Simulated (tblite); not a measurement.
**Question.** Give a GFN2-xTB geometry of `CCNNCC(C)(C)C`.

**Answer.** 
```
atom  x, y, z in Å
C1     4.0805   -0.5228   -0.5969
C2     2.6421   -0.0258   -0.6228
N3     1.7596   -1.0866   -0.1471
N4     0.3743   -0.8786   -0.2867
C5    -0.1697    0.3443    0.2952
C6    -1.7043    0.2845    0.3883
C7    -2.3207    0.1953   -1.0098
C8    -2.1984    1.5620    1.0720
C9    -2.1151   -0.9362    1.2116
H10    4.7451    0.2252   -1.0220
H11    4.3932   -0.7269    0.4247
H12    4.1636   -1.4409   -1.1717
H13    2.5632    0.9044   -0.0348
H14    2.3479    0.2004   -1.6536
H15    1.9478   -1.2838    0.8334
H16    0.1623   -0.9206   -1.2801
H17    0.2410    0.4256    1.3079
H18    0.1184    1.2530   -0.2603
H19   -1.9707    1.0128   -1.6377
H20   -3.4048    0.2569   -0.9448
H21   -2.0639   -0.7477   -1.4846
H22   -3.2817    1.5456    1.1646
H23   -1.7718    1.6557    2.0683
H24   -1.9179    2.4411    0.4953
H25   -1.6798   -1.8333    0.7811
H26   -1.7623   -0.8404    2.2357
H27   -3.1976   -1.0366    1.2277
```

Any rigid rotation of these coordinates is as good. Atoms count from 1 in this order. Of the pairs four or more bonds apart, N4···H25 is among the closest relative to their van der Waals radii: 2.50 Å, 91 % of the sum of Bondi's values. N4 (hydrazine nitrogen) is pyramidal (angles 116.8°, 110.3° and 107.2°, sum 334.3°, 0.38 Å off the plane of its three neighbours). N3 (hydrazine nitrogen) is pyramidal (angles 117.1°, 110.1° and 107.8°, sum 335.0°, 0.37 Å off the plane of its three neighbours).

Bonds between heavy atoms (Å): C1–C2 1.522, C2–N3 1.460, N3–N4 1.408, N4–C5 1.459, C5–C6 1.539, C6–C7 1.531, C6–C8 1.531, C6–C9 1.529.

The geometry is computed with GFN2-xTB (gas phase).

Point group: C1 (no symmetry element, even within 0.4 Å). Its GFN2-xTB frequencies are all real (lowest 37 cm⁻¹). One conformer, not necessarily the lowest (C1–C2–N3–N4 -171°, C2–N3–N4–C5 -55°, N3–N4–C5–C6 -166°).
